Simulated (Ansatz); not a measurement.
The same path of ClH$_{2}$InOS (6 atoms, charge 0, multiplicity 1) was run twice with different band settings. The coordinate that changes most is the dihedral H5–O1–In2–Cl4.

Theory: Ansatz, RKS PBE0-D4/def2-SVP.

Relaxed end points:

```xyz
6
Properties=species:S:1:pos:R:3
O -0.643 1.656 -0.304
In -0.423 -0.317 -0.372
S 1.256 -1.580 0.763
Cl -1.981 -1.431 -1.701
H 0.011 2.084 0.261
H 1.821 -0.477 1.305
```

```xyz
6
Properties=species:S:1:pos:R:3
O -0.143 1.666 0.074
In -0.256 -0.292 -0.240
S 1.307 -1.769 0.770
Cl -1.972 -1.074 -1.629
H -0.839 2.144 -0.395
H 1.945 -0.740 1.374
```

Common settings: spring 5.0 eV/Å²; optimiser quadratic models (default); start path IDPP; force threshold 0.05 eV/Å; end points relaxed.

| run | movable images | climbing image | iteration limit |
| --- | --- | --- | --- |
| 1 | 7 | yes | 20 |
| 2 | 6 | no | 31 |

Task: What does each run give, and how far can it be trusted?

Result: Run 1: converged after 11 iterations, highest image 0.055 eV above the first end. A vibrational analysis at the climbing image gives one clearly imaginary mode, 252i cm⁻¹: a first-order saddle point.
Run 2: converged after 8 iterations, highest image 0.056 eV above the first end. No image climbed, so the highest image needn't sit at the top of the path.
